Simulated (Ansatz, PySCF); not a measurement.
C3H8BNO, SMILES O(B(C=C)N)C. Atoms are numbered in the order given.

```xyz
14

B      0.1027     0.2346     0.3253
C      0.1498     1.5568    -0.5149
C     -0.1060     1.5872    -1.8282
H      0.4015     2.5046    -0.0193
H     -0.0735     2.5105    -2.4169
H     -0.3615     0.6671    -2.3650
O     -0.2171    -0.9237    -0.3379
C     -0.2853    -2.1508     0.3187
H     -1.0508    -2.1541     1.1176
H     -0.5569    -2.9295    -0.4094
H      0.6832    -2.4355     0.7716
N      0.3806     0.2502     1.7084
H      0.6156     1.1041     2.1932
H      0.3678    -0.5636     2.3065
```

Coordinates come from a PBE0-D3(BJ)/def2-SVP optimisation. The values are those of a single conformer.

Two levels are set side by side: PBE-D3(BJ)/def2-SVP (Ansatz, a first-principles code) and PBE0-D3(BJ)/def2-SVP (Ansatz). Each level has its own optimised geometry; the coordinates shown are those of the second. Frequencies come from the Hessian of PySCF at each geometry. Differences are taken from unrounded values.

```
quantity                            PBE0-D3(BJ)
----------------------------------  -----------
mean bond length (Å)                      1.208
bond B1–C2 (Å)                            1.567
bond B1–O7 (Å)                            1.373
bond B1–N12 (Å)                           1.411
bond C2–C3 (Å)                            1.338
bond O7–C8 (Å)                            1.393
bond C2–H4 (Å)                            1.099
bond C3–H5 (Å)                            1.095
bond C3–H6 (Å)                            1.095
bond C8–H9 (Å)                            1.106
bond C8–H10 (Å)                           1.100
bond C8–H11 (Å)                           1.106
bond N12–H13 (Å)                          1.010
bond N12–H14 (Å)                          1.010
highest harmonic wavenumber (cm⁻¹)         3757
mean harmonic wavenumber (cm⁻¹)            1429
zero-point energy (kcal/mol)              73.53
```

Q: What does PBE-D3(BJ) give, and how far is it from PBE0-D3(BJ)? (Estimate from the structure and the level; the computed values follow.)

A: 
| quantity | PBE-D3(BJ) | PBE-D3(BJ) minus PBE0-D3(BJ) |
|---|---|---|
| mean bond length (Å) | 1.217 | 0.009 |
| bond B1–C2 (Å) | 1.571 | 0.003 |
| bond B1–O7 (Å) | 1.385 | 0.012 |
| bond B1–N12 (Å) | 1.420 | 0.009 |
| bond C2–C3 (Å) | 1.349 | 0.011 |
| bond O7–C8 (Å) | 1.407 | 0.013 |
| bond C2–H4 (Å) | 1.107 | 0.009 |
| bond C3–H5 (Å) | 1.104 | 0.008 |
| bond C3–H6 (Å) | 1.104 | 0.008 |
| bond C8–H9 (Å) | 1.116 | 0.009 |
| bond C8–H10 (Å) | 1.109 | 0.009 |
| bond C8–H11 (Å) | 1.116 | 0.009 |
| bond N12–H13 (Å) | 1.018 | 0.009 |
| bond N12–H14 (Å) | 1.019 | 0.009 |
| highest harmonic wavenumber (cm⁻¹) | 3634 | -123 |
| mean harmonic wavenumber (cm⁻¹) | 1380 | -49 |
| zero-point energy (kcal/mol) | 71.03 | -2.50 |

GGA bonds tend to be longer and softer than those of functionals with exact exchange. Differences between two approximate levels are no errors against the true value.
